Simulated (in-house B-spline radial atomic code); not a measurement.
## Ionising I⁺ with different functionals

Computed with an all-electron radial atomic-structure program (B-spline basis): four-component Dirac-Coulomb Hamiltonian, Fermi nucleus of rms radius 4.75 fm, spin-restricted, spherical fractional occupations for the functionals. The ionisation energy is the difference of two self-consistent energies, [Kr] 4d10 5s2 5p4 → [Kr] 4d10 5s2 5p3, without Breit or QED terms; ε is the level of the shell that loses the electron (mean over j). The electron is taken from both j subshells in proportion to 2j + 1, so the result is a j average, not the step between ground levels.

Hybrids are left out here: with spherical fractional occupations of an open shell their exact exchange keeps a self-interaction that integer-occupation calculations don't have.

| method | rung | ΔSCF (eV) | -ε(5p) (eV) |
| --- | --- | --- | --- |
| LDA VWN5 | LDA | ? | ? |
| relativistic LDA | LDA | 20.09 | 15.56 |
| LDA PW92 | LDA | 20.09 | 15.56 |
| LDA exchange-only | LDA | 18.80 | 14.31 |
| PBE | GGA | 19.88 | 15.37 |
| PBEsol | GGA | 19.91 | 15.40 |
| BLYP | GGA | 19.72 | 15.21 |
| RPBE | GGA | 19.82 | 15.33 |
| PW91 | GGA | 19.94 | 15.43 |
| BP86 | GGA | 20.01 | 15.50 |
| AM05 | GGA | 19.88 | 15.36 |
| OLYP | GGA | ? | ? |

(1) What does OLYP give?

(2) What does LDA VWN5 give?

(3) How do they compare with the NIST value?

Answers

(1) ΔSCF 19.76 eV, and -ε(5p) = 15.25 eV.

(2) ΔSCF 20.09 eV, and -ε(5p) = 15.56 eV.

(3) NIST lists 19.131 eV (measured, ground level to ground level). Errors run from -0.33 to +0.96 eV. The correlated functionals all miss on the same side by more than they spread, so the cause is common to them (Breit-QED terms, spin polarisation, the choice among j levels, multiplet and fine-structure energies, or a listed next ion that isn't the cheapest removal here) and closeness doesn't rank the functionals.
